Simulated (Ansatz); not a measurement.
`[CH3][Ge][F]` and `[CH3][Ge][OH]` differ in one atom or group.

Ansatz, PBE0-D4/def2-TZVP geometries, multiplicity 1. Each molecule was computed in one conformer, which needn't be the lowest.

Scalar relativity is left out up to krypton.

| property | `[CH3][Ge][F]` |
| --- | --- |
| zero-point energy (PBE0-D4/def2-TZVP) / kJ/mol | 96.6 |
| ideal-gas entropy at 298 K and 1 bar (rigid rotor, harmonic PBE0-D4/def2-TZVP) / J/(mol·K) | 300 |
| HOMO energy (ωB97M-V/def2-TZVPP) / eV | -8.99 |
| size of the dipole moment (B3LYP/def2-TZVPP) / D | 2.09 |
| HOMO–LUMO gap (PBE/def2-TZVPP) / eV | 2.56 |
| LUMO energy (B3LYP/def2-TZVPP) / eV | -2.62 |

Problem. What does the change do to each property? (An estimate is asked.)

Solution. The calculation gave: 
```
                                                                                  property  `[CH3][Ge][OH]`  shift
                                            zero-point energy (PBE0-D4/def2-TZVP) / kJ/mol            128.1   31.5
ideal-gas entropy at 298 K and 1 bar (rigid rotor, harmonic PBE0-D4/def2-TZVP) / J/(mol·K)              303      3
                                                     HOMO energy (ωB97M-V/def2-TZVPP) / eV            -8.75   0.24
                                          size of the dipole moment (B3LYP/def2-TZVPP) / D             1.85  -0.24
                                                       HOMO–LUMO gap (PBE/def2-TZVPP) / eV             2.87   0.31
                                                       LUMO energy (B3LYP/def2-TZVPP) / eV            -2.12   0.50
```

With PBE0 the HOMO rises by 0.24 eV and the LUMO rises by 0.48 eV, so the gap widens by about 0.24 eV. PBE moves the HOMO by 0.18 eV and ωB97M-V by 0.24 eV. The zero-point energy changes by 31.5 kJ/mol with +3 modes. Dipoles are sizes alone; their direction can turn.

B3LYP here is the variant with VWN-RPA as its local correlation; programs differ in this.
